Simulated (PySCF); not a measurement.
**GaSb, MP2: how much the basis matters**

PySCF, UHF reference; triplet, unpaired electrons π ↑↑; De to Ga + Sb without counterpoise correction. Frozen cores follow the default of each basis and core potential.

| basis | relativity | functions | Re (Å) | ωe (cm⁻¹) | De (eV) | frozen orbitals |
| --- | --- | --- | --- | --- | --- | --- |
| cc-pVDZ-PP | scalar-relativistic core potentials | 46 | 2.792 | 180 | 1.29 | 8 |
| def2-SVP | scalar-relativistic core potentials | 58 | 2.767 | 182 | 1.31 | 13 |
| def2-TZVPPD | scalar-relativistic core potentials | 110 | 2.731 | 185 | 1.57 | 13 |

(1) How does each smaller set differ from the one with most functions, def2-TZVPPD?

Correlated steps freeze the inner cores (8 to 13 orbitals); shallow outer-core shells are correlated. Correlated levels converge slowly with the basis: in double zeta they bind strong bonds too weakly, by up to about 1 eV, and carry superposition errors of some tenths. Spin–orbit coupling is left out, which matters for elements this heavy, above all for dissociation energies. The state is the lowest determinant that a PBE0 search found; another state may lie lower at other levels.

Answers

(1) cc-pVDZ-PP: +6.1 pm, -2.7 % in ωe, -0.28 eV in De; def2-SVP: +3.6 pm, -1.6 % in ωe, -0.26 eV in De. All at MP2; the set with most functions is neither the basis-set limit nor always the best.
